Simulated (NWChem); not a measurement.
# PbH2, singlet; SMILES [PbH2]

Program: NWChem. Low-valent species are run as closed-shell singlets; no triplet was tried in these runs. Structure relaxed at the PBE0/def2-SVP level. Not confirmed as a minimum by frequencies. def2 effective core potentials on Pb; no spin-orbit coupling. Ions are spin-unrestricted doublets at the neutral geometry; other ion states weren't tried.

For level PBE/def2-SVP:

| Property | Value |
|---|---|
| −ε(HOMO) (eV) | 5.69 |

Q: What are these values for level PBE0/def2-SVP?

A: The −ε(HOMO) (eV) is 6.67.
